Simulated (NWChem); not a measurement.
## Basis-set convergence for tin monoxide (OSn)

```xyz
2

Sn     0.0000     0.0000     0.2536
O      0.0000     0.0000    -1.5848
```
Charge 0, spin multiplicity 1.

Everything below was run with NWChem. The geometry was optimised at PBE0/def2-SVP with def2 effective core potentials on Sn, a minimum by its harmonic frequencies.

Quantity: dipole moment at the level PBE.

Effective core potentials replace the inner electrons of Sn; spin-orbit coupling is left out.

```
basis       functions  dipole moment (D)
----------  ---------  -----------------
def2-SVP           40                  …
def2-SVPD          55                  …
def2-TZVP          81               3.88
def2-TZVPP         81               3.88
def2-TZVPD         96                  …
def2-QZVP         139               3.97
```

### Question
Fill in the missing entries.

### Answer

- def2-SVP, dipole moment (D): 3.40
- def2-SVPD, dipole moment (D): 4.13
- def2-TZVPD, dipole moment (D): 4.03
